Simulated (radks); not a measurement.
Values are calculated unless marked as measured or tabulated.
Q: These are the eigenvalues of the occupied orbitals of an atom or ion with whole-number occupations (hartree). Level of theory: scalar-relativistic Kohn-Sham, PBE, spin-polarised, spherical densities, finite nucleus; Fermi nuclear charge, rms radius of each element as measured or else 0.836 A^(1/3) + 0.57 fm (a radial shooting solver on a logarithmic mesh with Libxc functionals).

1s down: -2882.330
1s up: -2882.330
2s up: -507.4667
2s down: -507.4585
2p up: -440.1081
2p down: -440.1015
3s up: -120.2004
3s down: -120.1974
3p up: -100.5738
3p down: -100.5705
3d up: -79.25404
3d down: -79.24813
4s up: -26.85410
4s down: -26.84621
4p up: -20.41459
4p down: -20.40728
4d up: -12.58355
4d down: -12.57507
5s up: -5.05811
5s down: -4.99973
4f up: -3.88379
4f down: -3.87091
5p up: -3.37013
5p down: -3.29724
5d up: -1.46043
5d down: -1.37805

Which element is it, and in what charge state? The configuration may be excited. Open shells, if any, are filled with parallel spins first.

A: Z = 78, platinum, charge +3: Pt3+ in [Xe] 4f14 5d7. The list shows which subshells hold electrons but not how many an open one holds; the 1s level, -2882.3 hartree, gives Z - s = 75.9 by -(Z - s)^2/2, which with screening and relativity narrows Z to a few neighbours, and the depths of the outer levels then fix element, charge and occupations together.
